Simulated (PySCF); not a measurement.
PBE on P (phosphorus, neutral), [Ne] 3s1 3p3 3d1, high-spin 6D determinant (an excited configuration). Calculation: PySCF 2.14, in aug-cc-pwCVDZ (6s5p3d, 36 functions); no relativity, point nucleus.

```
cycle= 1 E= -340.556777996404  delta_E= -0.00529  |g|= 0.0118  |ddm|= 0.257
cycle= 2 E= -340.556801734875  delta_E= -2.37e-05  |g|= 0.00324  |ddm|= 0.0336
cycle= 3 E= -340.556805688733  delta_E= -3.95e-06  |g|= 0.000421  |ddm|= 0.0133
cycle= 4 E= -340.556805785282  delta_E= -9.65e-08  |g|= 0.000129  |ddm|= 0.0022
cycle= 5 E= -340.556805790833  delta_E= -5.55e-09  |g|= 1.56e-06  |ddm|= 0.000427
cycle= 6 E= -340.556805790833  delta_E= -1.14e-13  |g|= 5e-08  |ddm|= 2.91e-06
converged SCF energy = -340.556805790833  <S^2> = 8.750012  2S+1 = 6.000004
```

Highest occupied orbital energy: 1.704 eV; ⟨L²⟩ = 6.00; populations by l: s 5.00, p 9.00, d 1.00.

Question: Can this result be used?

Answer: Not for this state. The calculation finished and met its thresholds. The outer electron is Rydberg-like, and this basis confines it to a smaller radius and binds it less than a complete one would. At PBE the highest occupied level has a positive energy, so only the finite basis holds that electron; for this excited configuration the basis is too tight for the outer shell.
